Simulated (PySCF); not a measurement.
CHF2, SMILES F[CH]F (connectivity only; charge and spin as stated), charge +1, multiplicity 1. Atoms are numbered in the order given.

```xyz
4

F      0.0000    -1.0526     0.2208
C      0.0000     0.0000    -0.4108
F      0.0000     1.0526     0.2208
H      0.0000     0.0000    -1.5091
```
Charge +1, spin multiplicity 1.

Coordinates come from a PBE0-D3(BJ)/def2-TZVP optimisation. The spin state was assumed, not searched. The isomer is the one that the SMILES or the coordinates give; other isomers of the formula were not compared.

Method: PBE/def2-TZVPD run with PySCF.

Isolated molecule, no solvent.

Question: Estimate the frontier levels, gap, dipole moment and polarisability. (Estimate from the structure and the level; the computed values follow.)

Answer: 
```
Quantity                                                         Result
------------------------------------------------  ---------------------
highest occupied level                                        -19.34 eV
lowest empty level                                            -12.31 eV
orbital gap                                                     7.02 eV
dipole moment about the centre of nuclear charge                 2.36 D
mean static polarisability                         12.5 bohr³ (1.85 Å³)
polarisability, principal values                  9.2, 12.6, 15.7 bohr³
```
